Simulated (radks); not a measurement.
The lithium anion Li-, [He] 2s2, held by a Watson sphere: a shell of charge +0.69 at radius R that stands for the Madelung well of a crystal (potential energy -0.69/R inside, -0.69/r outside, in hartree with lengths in bohr). All-electron calculation, non-relativistic Kohn-Sham, LDA (Slater exchange, VWN5 correlation), spin-polarised, spherical densities, point nucleus. Program: a radial shooting solver on a logarithmic mesh with Libxc functionals. Response by self-consistent Sternheimer equations with the Hartree and adiabatic LDA kernel. The sphere does not respond.

R (bohr)  e(1s) (eV)  e(2s) (eV)  <r> 2s (bohr)  sum of <r^2> (bohr^2)  X-ray form factor at sin(theta)/lambda = 0.1 1/angstrom  alpha (bohr^3)
2.31         -49.448      -2.364          3.646                  32.70                                                    2.582           140.6
2.83         -48.765      -2.257          3.803                  35.36                                                    2.519           160.1
2.85         -48.748      -2.253          3.810                  35.47                                                    2.517           161.0
2.87         -48.732      -2.248          3.816                  35.58                                                    2.514           161.8
2.94         -48.679      -2.233          3.838                  35.97                                                    2.506           164.9
